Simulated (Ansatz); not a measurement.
Cost and result up the ladder for trans-Sn(PH3)2Cl4 (SnP₂H₆Cl₄) (13 atoms). Total charge 0; singlet. Geometry: r2SCAN-D4/def2-SVP.

```
atom   x (Å)   y (Å)   z (Å)
 Cl1   1.393   0.866   1.908
 Cl2  -1.138  -0.738  -1.877
 Cl3   1.079   1.807  -1.358
 Cl4  -0.969  -1.554   1.436
  P5  -1.994   1.650   0.733
  P6   1.956  -1.690  -0.745
 Sn7   0.098   0.103   0.029
  H8  -2.149   2.959   0.212
  H9  -2.123   1.897   2.121
 H10  -3.261   1.092   0.439
 H11   3.176  -1.846  -0.040
 H12   2.431  -1.519  -2.067
 H13   1.501  -3.029  -0.792
```

Ansatz on 4 threads of Arm Neoverse V2 on a shared host. Times are rough, and most runs start from the orbitals of an earlier one. ωB97M-V/def2-TZVP serves as the yardstick here, not as an exact answer. Differences are given only for rows in sets of like size (and for xTB, whose basis is part of the method), since another set adds its own error. Binding counts from free atoms at the same level (Cl doublet, P quartet, Sn triplet, H doublet; other spins of the atoms weren't run), without zero-point energy or a counterpoise term.

In the def2 sets Sn takes a core potential, while STO-3G treats all electrons; there is no spin–orbit coupling. Correlated methods freeze 34 core orbitals; core or outer-core shells of Sn are correlated, in sets that lack core-valence functions. Another isomer (singlet) lies 0.06 eV lower at PBE0-D4/def2-TZVP; other spin states weren't run for this one.

Correlated methods converge slowly with the basis.

| level | functions | wall time | binding energy per atom (eV) | difference from ωB97M-V/def2-TZVP (eV) |
| --- | --- | --- | --- | --- |
| HF/STO-3G | 87 | 0.7 s | 2.75 | – |
| PBE-D4/def2-SVP | 164 | 2 s | 2.69 | – |
| PBE0-D4/def2-SVP | 164 | 3.6 s | 2.65 | – |
| revPBE-D4/def2-TZVP | 308 | 5.5 s | 2.65 | -0.06 |
| PBE-D4/def2-TZVP (with forces) | 308 | 6.5 s | 2.71 | 0.00 |
| MP2/def2-TZVP | 308 | 11 s | 2.54 | -0.16 |
| r2SCAN-D4/def2-TZVP | 308 | 12 s | 2.69 | -0.01 |
| PBE0-D4/def2-TZVP | 308 | 15 s | 2.67 | -0.03 |
| r2SCAN0-D4/def2-TZVP | 308 | 19 s | 2.65 | -0.06 |
| ωB97M-V/def2-TZVP | 308 | 31 s | 2.70 | 0.00 |
